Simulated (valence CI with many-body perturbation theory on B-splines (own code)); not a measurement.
E1 transitions of W58+

Computed by configuration interaction combined with many-body perturbation theory (CI+MBPT): six valence electrons over a frozen Dirac-Fock core [Ne], radial functions for each j: 9 s, 9 p, 8 d, 6 f, 3 g, 1 h, with the one-electron correlation potential Σ1, the two-electron term Σ2, the three-electron term Σ3, Breit, model QED; selected CI, second order for the rest, scaled by the run's own slope (own B-spline code, finite nucleus).

No measured spectrum was set against this ion. As an estimate, large intervals hold to a few tenths of a per cent, small ones and those within an open d or f shell to about a per cent. Among the levels kept, up to 960 cm⁻¹ of a level comes from second order outside the variational space, and about a tenth of that is noise between levels of different J, which matters for small intervals.

Lines 1 to 50 of 115 in falling wavelength, among levels below 695.13 eV, chosen from the strongest by gf and those to the six lowest levels. Wavelengths and rates use the calculated energies. Electric multipoles are in the length gauge with retardation, E1 and E2 with the static RPA response of the core. Weak lines are less certain than strong ones. Lines between different terms over intervals too small for the method are left out, as are lines whose strength nearly cancels. The highest levels of a list are the least certain.

Levels are named by their leading jj configuration (3d3/2^4 stands for four electrons in 3d with j = 3/2), which in mixed levels can hold well under half, so a name can repeat and another be missing. Letters in brackets count levels of one name in rising energy.

```
λ vac (nm)                               Upper                               Lower   A (s⁻¹)  S (a.u.) with core polarisation  S without
     94.24          (3s^2 3p1/2^2 3d5/2^2) J=4  (3s^2 3p1/2 3p3/2^2 3d5/2) J=3 [a]  3.81e+04                         1.42e-04   1.44e-04
     40.13            (3s^2 3p1/2 3p3/2^3) J=2      (3s^2 3p1/2^2 3p3/2 3d5/2) J=2  4.95e+05                         7.89e-05   8.02e-05
     39.43  (3s^2 3p1/2 3p3/2^2 3d3/2) J=3 [b]      (3s^2 3p1/2^2 3d3/2 3d5/2) J=4  2.40e+05                         5.09e-05   5.18e-05
     28.44  (3s^2 3p1/2 3p3/2^2 3d3/2) J=2 [c]      (3s^2 3p1/2^2 3d3/2 3d5/2) J=2  4.97e+05                         2.82e-05   2.87e-05
     24.83          (3s^2 3p1/2^2 3d5/2^2) J=4  (3s^2 3p1/2 3p3/2^2 3d3/2) J=3 [b]  3.96e+05                         2.69e-05   2.73e-05
     22.66  (3s^2 3p1/2 3p3/2^2 3d3/2) J=2 [c]      (3s^2 3p1/2^2 3d3/2 3d5/2) J=3  8.79e+05                         2.52e-05   2.56e-05
     17.43  (3s^2 3p1/2 3p3/2^2 3d3/2) J=1 [a]          (3s^2 3p1/2^2 3d3/2^2) J=0  2.22e+06                         1.74e-05   1.76e-05
     16.91  (3s^2 3p1/2 3p3/2^2 3d5/2) J=3 [a]      (3s^2 3p1/2^2 3d3/2 3d5/2) J=2  7.65e+05                         1.28e-05   1.29e-05
     15.29  (3s^2 3p1/2 3p3/2^2 3d5/2) J=4 [b]      (3s^2 3p1/2^2 3d3/2 3d5/2) J=4  5.11e+06                         8.13e-05   8.25e-05
     14.72      (3s^2 3p1/2 3p3/2^2 3d5/2) J=5      (3s^2 3p1/2^2 3d3/2 3d5/2) J=4  1.75e+07                         3.04e-04   3.08e-04
     14.68  (3s^2 3p1/2 3p3/2^2 3d5/2) J=3 [a]      (3s^2 3p1/2^2 3d3/2 3d5/2) J=3  2.36e+06                         2.58e-05   2.62e-05
     14.67      (3s^2 3p1/2 3p3/2^2 3d5/2) J=1      (3s^2 3p1/2^2 3d3/2 3d5/2) J=1  4.21e+06                         1.97e-05   2.00e-05
     14.29      (3s^2 3p1/2 3p3/2^2 3d5/2) J=0      (3s^2 3p1/2^2 3d3/2 3d5/2) J=1  2.16e+07                         3.11e-05   3.15e-05
     13.37  (3s^2 3p1/2 3p3/2^2 3d3/2) J=2 [a]          (3s^2 3p1/2^2 3d3/2^2) J=2  3.08e+06                         1.82e-05   1.84e-05
     12.74  (3s^2 3p1/2 3p3/2^2 3d5/2) J=4 [b]      (3s^2 3p1/2^2 3d3/2 3d5/2) J=3  2.12e+07                         1.95e-04   1.98e-04
     12.31  (3s^2 3p1/2 3p3/2^2 3d3/2) J=3 [a]          (3s^2 3p1/2^2 3d3/2^2) J=2  2.56e+07                         1.65e-04   1.68e-04
     11.97            (3s^2 3p1/2 3p3/2^3) J=1      (3s^2 3p1/2^2 3p3/2 3d3/2) J=0  6.03e+06                         1.53e-05   1.55e-05
     11.94            (3s^2 3p1/2 3p3/2^3) J=1      (3s^2 3p1/2^2 3p3/2 3d3/2) J=1  7.76e+06                         1.96e-05   1.99e-05
     11.04            (3s^2 3p1/2 3p3/2^3) J=1      (3s^2 3p1/2^2 3p3/2 3d3/2) J=2  1.06e+06                         2.10e-06   2.14e-06
     10.98            (3s^2 3p1/2 3p3/2^3) J=2      (3s^2 3p1/2^2 3p3/2 3d3/2) J=3  1.85e+06                         6.04e-06   6.11e-06
     10.93            (3s^2 3p1/2 3p3/2^3) J=2      (3s^2 3p1/2^2 3p3/2 3d3/2) J=1  4.81e+07                         1.55e-04   1.58e-04
     10.81  (3s^2 3p1/2 3p3/2^2 3d5/2) J=3 [b]      (3s^2 3p1/2^2 3d3/2 3d5/2) J=2  5.51e+06                         2.41e-05   2.45e-05
     10.17            (3s^2 3p1/2 3p3/2^3) J=2      (3s^2 3p1/2^2 3p3/2 3d3/2) J=2  3.30e+07                         8.56e-05   8.69e-05
     9.957  (3s^2 3p1/2 3p3/2^2 3d3/2) J=1 [b]          (3s^2 3p1/2^2 3d3/2^2) J=0  4.06e+07                         5.93e-05   6.02e-05
     9.857  (3s^2 3p1/2 3p3/2^2 3d5/2) J=3 [b]      (3s^2 3p1/2^2 3d3/2 3d5/2) J=3  3.59e+06                         1.19e-05   1.20e-05
     9.208          (3s^2 3p1/2^2 3d3/2^2) J=2      (3s^2 3p1/2^2 3p3/2 3d5/2) J=3  9.07e+07                         1.75e-04   1.77e-04
     9.105  (3s^2 3p1/2 3p3/2^2 3d3/2) J=3 [b]          (3s^2 3p1/2^2 3d3/2^2) J=2  5.36e+07                         1.40e-04   1.42e-04
     8.657  (3s^2 3p1/2 3p3/2^2 3d3/2) J=2 [c]          (3s^2 3p1/2^2 3d3/2^2) J=2  4.01e+07                         6.41e-05   6.51e-05
     8.336  (3s^2 3p1/2 3p3/2^2 3d3/2) J=1 [b]          (3s^2 3p1/2^2 3d3/2^2) J=2  1.05e+07                         8.98e-06   9.12e-06
     8.067          (3s^2 3p1/2^2 3d3/2^2) J=2      (3s^2 3p1/2^2 3p3/2 3d5/2) J=2  5.92e+07                         7.66e-05   7.77e-05
     7.109            (3s 3p1/2^2 3p3/2^3) J=2            (3s^2 3p1/2 3p3/2^3) J=2  1.17e+10                         1.04e-02   1.06e-02
     6.739            (3s 3p1/2^2 3p3/2^3) J=2            (3s^2 3p1/2 3p3/2^3) J=1  1.65e+10                         1.25e-02   1.27e-02
     6.354            (3s 3p1/2^2 3p3/2^3) J=1            (3s^2 3p1/2 3p3/2^3) J=2  3.02e+10                         1.15e-02   1.17e-02
     6.056            (3s 3p1/2^2 3p3/2^3) J=1            (3s^2 3p1/2 3p3/2^3) J=1  9.16e+09                         3.01e-03   3.06e-03
     5.753  (3s^2 3p1/2 3p3/2^2 3d3/2) J=2 [a]            (3s^2 3p1/2 3p3/2^3) J=2  2.27e+09                         1.06e-03   1.08e-03
     5.683  (3s^2 3p1/2 3p3/2^2 3d3/2) J=1 [a]            (3s^2 3p1/2 3p3/2^3) J=2  2.04e+10                         5.54e-03   5.62e-03
     5.560      (3s^2 3p1/2^2 3d3/2 3d5/2) J=2      (3s^2 3p1/2^2 3p3/2 3d5/2) J=1  7.82e+09                         3.32e-03   3.36e-03
     5.556      (3s^2 3p1/2^2 3d3/2 3d5/2) J=3      (3s^2 3p1/2^2 3p3/2 3d5/2) J=3  4.41e+09                         2.61e-03   2.65e-03
     5.549      (3s^2 3p1/2^2 3p3/2 3d3/2) J=1          (3s^2 3p1/2^2 3p3/2^2) J=0  5.18e+09                         1.31e-03   1.33e-03
     5.546  (3s^2 3p1/2 3p3/2^2 3d3/2) J=3 [a]            (3s^2 3p1/2 3p3/2^3) J=2  2.31e+09                         1.36e-03   1.38e-03
     5.508  (3s^2 3p1/2 3p3/2^2 3d3/2) J=2 [a]            (3s^2 3p1/2 3p3/2^3) J=1  6.56e+08                         2.71e-04   2.75e-04
     5.473      (3s^2 3p1/2 3p3/2^2 3d3/2) J=0            (3s^2 3p1/2 3p3/2^3) J=1  1.37e+10                         1.11e-03   1.12e-03
     5.444      (3s^2 3p1/2^2 3d3/2 3d5/2) J=1      (3s^2 3p1/2^2 3p3/2 3d5/2) J=1  2.51e+09                         6.00e-04   6.07e-04
     5.444  (3s^2 3p1/2 3p3/2^2 3d3/2) J=1 [a]            (3s^2 3p1/2 3p3/2^3) J=1  3.04e+08                         7.27e-05   7.32e-05
     5.292      (3s^2 3p1/2^2 3d3/2 3d5/2) J=2      (3s^2 3p1/2^2 3p3/2 3d5/2) J=3  5.08e+09                         1.86e-03   1.88e-03
     5.282      (3s^2 3p1/2^2 3p3/2 3d3/2) J=2          (3s^2 3p1/2^2 3p3/2^2) J=2  8.80e+09                         3.20e-03   3.24e-03
     5.261          (3s^2 3p1/2^2 3d3/2^2) J=2      (3s^2 3p1/2^2 3p3/2 3d3/2) J=3  7.89e+09                         2.84e-03   2.87e-03
     5.249          (3s^2 3p1/2^2 3d3/2^2) J=2      (3s^2 3p1/2^2 3p3/2 3d3/2) J=1  1.05e+10                         3.74e-03   3.79e-03
     5.179      (3s^2 3p1/2^2 3d3/2 3d5/2) J=4      (3s^2 3p1/2^2 3p3/2 3d5/2) J=3  5.05e+09                         3.12e-03   3.16e-03
     5.119      (3s^2 3p1/2^2 3d3/2 3d5/2) J=3      (3s^2 3p1/2^2 3p3/2 3d5/2) J=2  8.24e+09                         3.82e-03   3.87e-03
```
